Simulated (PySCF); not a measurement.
The vertical singlet excitations below were computed for one of the candidates. Method: TDDFT PBE0/def2-SVPD, vertical, gas phase, core orbitals frozen in the response (PySCF). Geometries: GFN2-xTB, one conformer each.

```tsv
state	E (eV)	f	main configurations (H = HOMO, L = LUMO)
S1	6.62	0.225	H→L (47%), H-1→L (42%)
S2	6.82	0.312	H→L (42%), H-2→L (24%), H-1→L (22%)
S3	7.09	0.018	H→L+1 (66%), H→L+2 (21%)
S4	7.28	0.013	H→L+2 (64%), H→L+1 (23%)
S5	7.36	0.062	H-2→L (54%), H-1→L (32%)
S6	7.53	0.0011	H→L+3 (82%)
S7	7.73	0.0038	H→L+4 (74%), H→L+5 (13%), H→L+6 (9%)
S8	7.87	0.0064	H→L+5 (68%)
```

Problem. Which candidate is it?
A. `F[SiH2]SCC(F)F`
B. `C(C)/C(=C\C)C(=O)F`
C. `CC/C=C/[SiH2]CF`

Solution. C. Its S1, at 6.62 eV, is the highest among the candidates; the nearest of the others has S1 at 5.44 eV. S1 is HOMO→LUMO (47%), HOMO-1→LUMO (42%). Löwdin shares by element: HOMO carbon 68% or more, silicon 7% (atoms not listed hold the other 25%); LUMO carbon 64% or more, silicon 10% (atoms not listed hold the other 26%). At the same level the other candidates give, for their lowest levels:
- `C/C=C(\CC)C(=O)F`: 5.24 eV (f 0.000); 5.85 eV (f 0.388); 6.76 eV (f 0.000); 6.97 eV (f 0.002); 7.26 eV (f 0.006); T1 3.55 eV; HOMO -7.96, LUMO -1.71 eV
- `F[SiH2]SCC(F)F`: 5.44 eV (f 0.001); 6.48 eV (f 0.024); 6.91 eV (f 0.006); 7.18 eV (f 0.037); 7.29 eV (f 0.010); T1 5.07 eV; HOMO -7.60, LUMO -0.64 eV

Conformer computed: `[CH3:1][CH2:2]/[CH:3]=[CH:4]/[SiH2:5][CH2:6][F:7]`: C1–C2–C3–C4 -120°, C3–C4–Si5–C6 -135°, C4–Si5–C6–F7 -59°.
Triplets come from the Tamm–Dancoff approximation.
